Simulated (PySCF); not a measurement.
A structure optimised at PBE-D3(BJ)/def2-SVP, used in a PySCF frequency run:

```
Si
H 1 1.5086
H 1 1.5096 2 107.77
C 1 1.9054 2 110.21 3 -120.16
H 4 1.1118 1 107.47 2 -56.02
H 4 1.1120 5 105.85 1 -114.39
C 4 1.5341 5 110.78 6 -120.13
H 7 1.1096 4 111.67 5 59.41
H 7 1.1098 8 107.31 4 -122.66
H 7 1.1101 8 107.21 9 -114.65
Si 1 2.3554 2 108.89 3 117.61
H 11 1.5063 1 111.19 2 -54.45
H 11 1.5073 12 108.12 1 122.10
H 11 1.5080 12 108.30 13 116.64
```
Charge 0, spin multiplicity 1.

### Question
Write its SMILES and formula.

### Answer
CC[SiH2][SiH3], C2H10Si2

### Question
What are its rotational constants (standard atomic weights)?

### Answer
6.1164, 2.2355, 1.8089 GHz
